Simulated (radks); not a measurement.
Spherical quantum dot in the effective-mass picture: electrons in a hard-walled sphere of radius 2.43, all in effective atomic units (hartree* = m*/eps^2 hartree, bohr* = eps/m* bohr), one dielectric constant everywhere. Method: non-relativistic Kohn-Sham, PBE, spin-polarised, spherical densities; computed with a radial shooting solver with Libxc functionals. Levels are named by radial order and angular momentum (1s, 1p, 1d, 2s, ...), and open shells are averaged over m. Results are scaled to m* = 0.178 and eps = 12.1, for which hartree* = 33.08 meV and bohr* = 3.597 nm.

N = 23, configuration 1s2 1p6 1d10 1f(up 5, down 0). This is the lowest configuration that the search found. Occupied and some empty levels:

level    occupation  eigenvalue (meV)  <r> (nm)
1s up             1            435.77     5.595
1s down           1            438.53     5.550
1p up             3            452.45     5.923
1p down           3            455.57     5.899
1d up             5            479.70     6.172
1d down           5            483.07     6.158
1f up             5            516.06     6.370
1f down           0            519.62     6.361
2s up             0            527.78     3.983
2s down           0            528.86     3.997
1g up             0            560.75     6.532
1g down           0            564.45     6.526
2p up             0            578.19     4.593
2p down           0            579.63     4.593
2d up             0            637.34     4.990
2d down           0            639.13     4.986

Energy (meV): total 6407.18, kinetic 2186.7, external 0, Hartree 4743.8, exchange-correlation -523.23.
